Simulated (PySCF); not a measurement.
Species: C₆H₅O (doublet state).
SMILES with atom numbers: `[CH2:1]=[C:2][c:3]1[cH:4][cH:5][cH:6][o:7]1` (hydrogens: H8, H9 on C1; H10 on C4; H11 on C5; H12 on C6)

The calculation used PySCF, UKS B3LYP, pcH-1 on C H O, non-relativistic, mean-field spin-orbit, GIAO. Isolated species at its GFN2-xTB geometry, gas phase. The geometry wasn't refined by DFT: couplings that depend on bond lengths, twists or pyramidal angles can differ widely from those at the functional's own minimum. No stability test was run, so a lower SCF solution isn't excluded. ⟨S²⟩ is 0.778 where a pure state has 0.75.

(1) Break the g tensor into its mass correction, gauge correction and orbital-Zeeman/spin–orbit terms.

(2) What effective moment and Curie constant follow for a powder?

(3) How much does each term add to the isotropic shift?

(4) In a frozen sample, at which fields do the three g values resonate at 9.5, 34, 94 and 263 GHz (hyperfine left aside), and which band first spreads them over more than twice a line width of 0.5 mT?

Results:

(1) 
```tsv
Δg (ppm)	1	2	3
relativistic mass correction	-160	-160	-160
gauge correction	-2	41	35
orbital Zeeman/spin–orbit	-16	155	1131
total	-178	36	1007
```

So g = 2.00214, 2.00236, 2.00333 and g_iso = 2.00261; the tensor is rhombic: the two nearest values differ by 18 % of g3 − g1. Axes: g2 points within 7° of the C2–C3 bond and g3 points within 9° of the C4–H10 bond.

(2) With the mean of g² = 4.0104 and S(S+1) = 0.75: μ_eff = √(⟨g²⟩S(S+1)) = 1.734 μB and χT = 0.12505·⟨g²⟩·S(S+1) = 0.376 cm³ K/mol (cgs; spin-Hamiltonian part alone).

(3) The orbital-Zeeman/spin–orbit term 423, the mass correction -160 and the gauge correction 25 ppm, for a total of 288 ppm. The orbital-Zeeman/spin–orbit term is the largest in size. The mass correction is the same along every axis, so the anisotropy comes from the other two: their spans along these axes are 43 (gauge) and 1147 ppm (orbital Zeeman/spin–orbit).

(4) 
| band | GHz | B(g3) mT | B(g2) mT | B(g1) mT | spread mT |
| --- | --- | --- | --- | --- | --- |
| X | 9.5 | 338.81 | 338.98 | 339.01 | 0.20 |
| Q | 34.0 | 1212.59 | 1213.18 | 1213.31 | 0.72 |
| W | 94.0 | 3352.47 | 3354.09 | 3354.45 | 1.98 |
| J | 263.0 | 9379.78 | 9384.32 | 9385.33 | 5.55 |

The spread grows in proportion to the frequency. W band is the first where it exceeds 1.0 mT.

The Mulliken spin populations are largest on C2 (+0.58), C4 (+0.40), C6 (+0.34) and C3 (-0.19). Three atoms exceed +0.15. The positive populations add up to 1.48 and the negative ones to -0.48, together 2S = 1.

The HOMO–LUMO gaps are 4.27 eV among the α and 5.10 eV among the β orbitals.
